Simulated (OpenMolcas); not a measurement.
# What dynamic correlation does to the levels of Cu IV

```yaml
Program: OpenMolcas
Basis: ANO-RCC-VTZP [6s5p3d2f1g]
Scalar_Hamiltonian: DKH2, point nucleus
Active_space: 8 electrons in 9 orbitals (RAS2 3d 4s; RAS3 4p, at most 2 electrons)
State_averaging: 2S+1 = 3 even, 48 roots; 2S+1 = 5 even, 10 roots kept (CI in the orbitals of an earlier block); 2S+1 = 1 even, 43 roots kept (CI in the orbitals of an earlier block); 2S+1 = 3 odd, 9 roots (0 in the spin-orbit step); 2S+1 = 5 odd, 7 roots kept (CI in the orbitals of an earlier block, 0 in the spin-orbit step)
Spin-orbit_coupling: RASSI with atomic mean-field integrals over the reference wave functions, term energies averaged over their components
```

Methods on the same reference wave functions:
A. RASSCF
B. SS-RASPT2, IPEA 0.25 Eh, imaginary shift 0.1 Eh (closed shells correlated: 3s 3p)
C. MS-RASPT2, IPEA 0.25 Eh, imaginary shift 0.1 Eh (closed shells correlated: 3s 3p)

Energies in cm⁻¹ above 3d⁸ ³F₄, the measured ground level; measured values from Sugar and Musgrove, J. Phys. Chem. Ref. Data 19, 527 (1990).

```
     Level       A       B       C  Measured
   3d⁸ ³F₄     0.0     0.0     0.0       0.0
   3d⁸ ³F₃    1943    1949    1949      1861
   3d⁸ ³F₂    3253    3210    3210      3078
   3d⁸ ¹D₂   20400   15770   15770     16248
   3d⁸ ³P₂   24767   19850   19840     19697
   3d⁸ ³P₁   25230   20260   20260     20097
   3d⁸ ³P₀   25599   20610   20600     20423
   3d⁸ ¹G₄   31850   27040   27040     26913
   3d⁸ ¹S₀   75848   61250   61250     61456
3d⁷ 4s ⁵F₅  112449  132210  132210    119632
3d⁷ 4s ⁵F₄  113652  133410  133410    120919
```

Deviations, from unrounded energies. A percentage is the sum of absolute deviations over the sum of measured energies, with the sign that they share, or ± where signs differ.

| Against measurement | Levels | A | B | C |
| --- | --- | --- | --- | --- |
| mean absolute deviation (cm-1) | 10 | 5400 | 2700 | 2700 |
| fine structure of the ground term (%) | 2 | +5.2 | +4.5 | +4.5 |
| other terms of the ground configuration (%) | 6 | +23.6 | ±0.8 | ±0.8 |
| other configurations (%) | 2 | -6.0 | +10.4 | +10.4 |

B, C lie about equally close to measurement and A furthest from it. The largest miss of C in the table is 3d⁷ 4s ⁵F₅, by +13000 cm-1. The ranking rests on the paired levels alone, and a cruder setting can come out closer through cancelling errors.

Between B and C no level of the table moves by more than 5 cm-1.

The two smallest mean deviations differ by little beside CASPT2's spread within terms, so their order carries little weight.

From A to B the spin-free energies of the other terms of 3d⁸ shown, above ³F, scale by factors of 0.76 to 0.84, as is usual when dynamic correlation screens the repulsion within a d or f shell.

The lowest spin-free term lies below A's lowest term by 0.649 hartree in B, 0.649 hartree in C.

Term energies are means over components that CASPT2 splits; among the terms shown or strongly mixed into the levels shown the widest spread is 1700 cm-1 (3d⁸ ¹G, C). Some high roots are left out of the spin-orbit mixing, which shifts the levels that they would mix with. Terms from blocks run as CI alone lack orbitals of their own. A single d shell beside an s shell can misplace configurations of different d count against each other. Without dynamic correlation excited terms often stand tens of per cent too high (terms of higher spin than the ground term too low), and those without a measured partner can miss by more than the paired ones (holds for A). Computed and measured levels are paired by configuration, term and J; levels that our copy of the source lacks, or whose pairing is in doubt (as where it misses far off the trend of its configuration), stay unpaired and out of the deviations. Levels of configurations outside the active space are missing. The table leaves out levels that lie high or whose names do not pair safely across all columns.
